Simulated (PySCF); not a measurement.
CHO2 (SMILES [O]C=O), doublet, geometry from GFN2-xTB; HF/aug-cc-pVDZ (PySCF).

The PySCF input:
```python
from pyscf import gto, scf

mol = gto.M(
    atom='''
O     1.15623491   -0.01312691    0.00983414
C    -0.02457140    0.19152173    0.00045866
O    -1.11548103   -0.30452915   -0.01059486
H    -0.17860263    1.39211811    0.00333384
''',
    basis='aug-cc-pvdz',
    spin=1,
    verbose=4,
)

mf = scf.UHF(mol)
mf.kernel()
mf.analyze()
```

It wrote (shortened):

```
PySCF version 2.14.0

[INPUT] verbose = 4
[INPUT] num. atoms = 4
[INPUT] num. electrons = 23
[INPUT] charge = 0
[INPUT] spin (= nelec alpha-beta = 2S) = 1
[INPUT] symmetry False subgroup None
[INPUT] Mole.unit = angstrom
[INPUT] Symbol           X                Y                Z      unit          X                Y                Z       unit  Magmom
[...]
nuclear repulsion = 64.1671007512075
number of shells = 29
number of NR pGTOs = 116
number of NR cGTOs = 78
basis = aug-cc-pvdz
ecp = {}

******** <class 'pyscf.scf.uhf.UHF'> ********
method = UHF
initial guess = minao
damping factor = 0
level_shift factor = 0
DIIS = <class 'pyscf.scf.diis.CDIIS'>
diis_start_cycle = 1
diis_space = 8
diis_damp = 0
SCF conv_tol = 1e-09
SCF conv_tol_grad = None
SCF max_cycles = 50
direct_scf = True
direct_scf_tol = 1e-13
number electrons alpha = 12  beta = 11
Set gradient conv threshold to 3.16228e-05
init E= -188.669103011374

cycle= 1 E= -187.978469874677  delta_E= 0.691  |g|= 0.543  |ddm|= 1.46
cycle= 2 E= -188.060062906317  delta_E= -0.0816  |g|= 0.379  |ddm|= 0.59
cycle= 3 E= -188.111826450606  delta_E= -0.0518  |g|= 0.0473  |ddm|= 0.235
cycle= 4 E= -188.11410012425  delta_E= -0.00227  |g|= 0.0216  |ddm|= 0.0604
cycle= 5 E= -188.114725838693  delta_E= -0.000626  |g|= 0.00969  |ddm|= 0.0303
cycle= 6 E= -188.114927236409  delta_E= -0.000201  |g|= 0.004  |ddm|= 0.0201
cycle= 7 E= -188.114965687676  delta_E= -3.85e-05  |g|= 0.00161  |ddm|= 0.00937
cycle= 8 E= -188.114972824533  delta_E= -7.14e-06  |g|= 0.000558  |ddm|= 0.00457
cycle= 9 E= -188.114973558908  delta_E= -7.34e-07  |g|= 0.000188  |ddm|= 0.00147
cycle= 10 E= -188.114973636527  delta_E= -7.76e-08  |g|= 6.19e-05  |ddm|= 0.00045
cycle= 11 E= -188.114973645177  delta_E= -8.65e-09  |g|= 2.39e-05  |ddm|= 0.000141
cycle= 12 E= -188.114973646591  delta_E= -1.41e-09  |g|= 9.83e-06  |ddm|= 5.54e-05
cycle= 13 E= -188.114973646821  delta_E= -2.3e-10  |g|= 3.83e-06  |ddm|= 2.68e-05
Extra cycle  E= -188.114973646838  delta_E= -1.72e-11  |g|= 2.63e-06  |ddm|= 5.41e-06
converged SCF energy = -188.114973646838  <S^2> = 0.78863283  2S+1 = 2.0382667
**** SCF Summaries ****
Total Energy =                        -188.114973646838223
Nuclear Repulsion Energy =              64.167100751207542
One-electron Energy =                 -384.665704772180959
Two-electron Energy =                  132.383630374135208
Two-electron Coulomb Energy =          154.306099189666583
DFT Exchange-Correlation Energy =      -21.922468815531374
[...]
spin_pop of  1 C 2px      -0.04713
spin_pop of  1 C 2py      -0.05201
spin_pop of  1 C 2pz      -0.04192
spin_pop of  1 C 3px       0.00010
spin_pop of  1 C 3py       0.00155
spin_pop of  1 C 3pz       0.00025
spin_pop of  1 C 4px       0.00019
spin_pop of  1 C 4py       0.00022
spin_pop of  1 C 4pz       0.00001
spin_pop of  1 C 3dxy     -0.00541
spin_pop of  1 C 3dyz     -0.00002
spin_pop of  1 C 3dz^2     0.00013
spin_pop of  1 C 3dxz     -0.00155
spin_pop of  1 C 3dx2-y2    0.00321
spin_pop of  1 C 4dxy      0.00047
spin_pop of  1 C 4dyz      0.00003
spin_pop of  1 C 4dz^2     0.00002
spin_pop of  1 C 4dxz      0.00020
spin_pop of  1 C 4dx2-y2    0.00034
spin_pop of  2 O 1s       -0.00000
spin_pop of  2 O 2s        0.00823
spin_pop of  2 O 3s       -0.00066
spin_pop of  2 O 4s        0.00005
spin_pop of  2 O 2px       0.00073
spin_pop of  2 O 2py       0.35155
spin_pop of  2 O 2pz       0.02200
spin_pop of  2 O 3px       0.00046
spin_pop of  2 O 3py      -0.00047
spin_pop of  2 O 3pz      -0.00034
spin_pop of  2 O 4px      -0.00011
spin_pop of  2 O 4py      -0.00010
spin_pop of  2 O 4pz      -0.00013
spin_pop of  2 O 3dxy      0.00069
spin_pop of  2 O 3dyz     -0.00000
spin_pop of  2 O 3dz^2    -0.00004
spin_pop of  2 O 3dxz      0.00000
spin_pop of  2 O 3dx2-y2   -0.00043
spin_pop of  2 O 4dxy     -0.00001
spin_pop of  2 O 4dyz     -0.00002
spin_pop of  2 O 4dz^2    -0.00008
spin_pop of  2 O 4dxz      0.00000
spin_pop of  2 O 4dx2-y2    0.00005
spin_pop of  3 H 1s        0.41292
spin_pop of  3 H 2s        0.00199
spin_pop of  3 H 3s        0.00058
spin_pop of  3 H 2px      -0.00173
spin_pop of  3 H 2py       0.00058
spin_pop of  3 H 2pz      -0.00003
spin_pop of  3 H 3px      -0.00024
spin_pop of  3 H 3py       0.00026
spin_pop of  3 H 3pz       0.00002
 ** Mulliken Spin Density (per atom)  **
spin density of  0 O =      0.38137
spin density of  1 C =     -0.17709
spin density of  2 O =      0.38137
spin density of  3 H =      0.41436
 ** Mulliken pop alpha/beta on meta-lowdin orthogonal AOs **
 ** Mulliken pop       alpha | beta **
In total            12.00000 | 11.00000
 ** Mulliken atomic charges   ( Nelec_alpha | Nelec_beta ) **
charge of  0O =     -0.40177  (     4.39157      4.01020 )
charge of  1C =      0.60426  (     2.60932      2.78641 )
charge of  2O =     -0.40177  (     4.39157      4.01020 )
charge of  3H =      0.19928  (     0.60754      0.19318 )
Dipole moment(X, Y, Z, Debye): -0.23675,  1.84540,  0.00442
```
